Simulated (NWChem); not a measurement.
## A calculation on HBrPb

```xyz
3

Pb    -0.5357     0.5680     0.0000
H      0.7632     1.9002     0.0000
Br     1.2332    -1.3849     0.0000
```
Charge 0, spin multiplicity 1.

Program: NWChem. All single points use one geometry, from PBE0/def2-SVP with def2 effective core potentials on Pb, a minimum by its harmonic frequencies.

Symmetry labels belong to the abelian group Cs used in the runs, with the axes of the coordinates shown.

Effective core potentials replace the inner electrons of Pb; spin-orbit coupling is left out. The structure started from a generated list of species.

Task: List the lowest 6 singlet excitations that CIS/def2-SVPD with def2 effective core potentials on Pb gives, with oscillator strengths.

Result: 
```tsv
state	symmetry	energy (eV)	wavelength (nm)	f
1	a"	3.19	389	0.017
2	a"	5.20	238	0.010
3	a'	5.26	236	0.067
4	a'	5.67	219	0.054
5	a"	5.68	218	0.000
6	a'	6.54	190	0.183
```
